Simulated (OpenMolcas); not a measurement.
## neutral bismuth: effect of correlating more closed shells

| Property | Result |
| --- | --- |
| Program | OpenMolcas |
| Basis | ANO-RCC-VTZP [8s7p5d3f2g] |
| Scalar Hamiltonian | DKH2, point nucleus |
| Active space | 3 electrons in 3 orbitals (6p) |
| State averaging | 2S+1 = 4 odd, 1 root; 2S+1 = 2 odd, 8 roots |
| Spin-orbit coupling | state interaction with AMFI integrals over the reference wave functions, term energies averaged over their components |

Methods on the same reference wave functions:
A. CASSCF
B. SS-CASPT2, IPEA 0.25 Eh, imaginary shift 0.1 Eh (closed shells correlated: 6s)
C. SS-CASPT2, IPEA 0.25 Eh, imaginary shift 0.1 Eh (closed shells correlated: 5d 6s)
D. SS-CASPT2, IPEA 0.25 Eh, imaginary shift 0.1 Eh (closed shells correlated: 4f 5s 5p 5d 6s)

Energies in eV above 6s2 6p3 4S* 3/2, the measured ground level; measured values from NIST Handbook of Basic Atomic Spectroscopic Data.

```
                 Level       A       B       C       D  Measured
6s2 6p3 4S* 3/2 [69 %]  0.0000  0.0000  0.0000  0.0000    0.0000
6s2 6p3 2D* 3/2 [66 %]  1.5077   1.341   1.335   1.332    1.4158
       6s2 6p3 2D* 5/2  2.0376   1.830   1.822   1.817    1.9140
       6s2 6p3 2P* 1/2  3.0542   2.712   2.690   2.675    2.6856
6s2 6p3 2P* 3/2 [67 %]  4.0657   3.787   3.771   3.760    4.1119
```

Deviations, from unrounded energies. A percentage is the sum of absolute deviations over the sum of measured energies, with the sign that they share, or ± where signs differ.

```csv
Against measurement,Levels,A,B,C,D
mean absolute deviation (cm-1),4,1300,1000,1000,1100
other terms of the ground configuration (%),4,±6.2,±5.0,±5.1,-5.4
```

B, C lie about equally close to measurement and A furthest from it. The largest miss of B in the table is 6s2 6p3 2P* 3/2 [67 %], by -2600 cm-1. The ranking rests on the paired levels alone, and a cruder setting can come out closer through cancelling errors.

Among B to D the level of the table that moves most is 6s2 6p3 2P* 1/2, by 300 cm-1 (lowest in D, highest in B). Moves below CASPT2's spread within the term are not significant.

The mean deviations of B to D differ by less than CASPT2's widest spread within a term (240 cm-1), so their order carries little weight.

From A to B the spin-free energies of the other terms of 6s2 6p3 shown, above 4S*, scale by factors of 0.80 to 0.83.

The lowest spin-free term lies below A's lowest term by 0.052 hartree in B, 0.482 hartree in C, 0.776 hartree in D.

What an inner shell adds also hangs on whether the basis holds functions to correlate it.

CASPT2 does not keep the components of a term degenerate, so their means are used; among the terms shown or strongly mixed into the levels shown the widest spread is 240 cm-1 (6s2 6p3 2D*, D). Spin-orbit splittings of 6p shells tend to come out small when the coupling is added on scalar orbitals. With the s shell closed, the reference lacks s² → p² mixing. Measured partners are found by configuration, term and J. A level has none where our copy of the source lacks it or the pairing is in doubt (some pairs that miss far off the trend of their configuration count as doubtful), and it then counts in no deviation. Levels of configurations outside the active space are missing.

A share in square brackets marks a mixed level and gives the weight of the term that names it, the lowest over the columns. * marks odd parity.
